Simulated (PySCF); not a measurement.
CH3Cl2NSi2, SMILES Cl[Si]1(Cl)N=C[SiH2]1.

Geometry: B3LYP-D3(BJ)/def2-SVP. The structure was generated by enumeration, and PubChem lists no compound with its InChIKey, so it may never have been made.

The numbers are results of B3LYP/def2-TZVP in PySCF, not measurements.

The molecule is in vacuum.

```json
{
 "total_energy": "-1594.27467 hartree",
 "point_group": "Cs",
 "highest_occupied_level": "-7.10 eV",
 "lowest_empty_level": "-1.89 eV",
 "orbital_gap": "5.20 eV",
 "dipole_moment": "2.93 D",
 "quadrupole, principal values (traceless, Buckingham form, about the centre of nuclear charge)": "-4.08, -2.52, 6.60 D·Å",
 "mean_static_polarisability": "92.4 bohr³ (13.69 Å³)",
 "polarisability_principal_values": "79.4, 85.4, 112.4 bohr³"
}
```
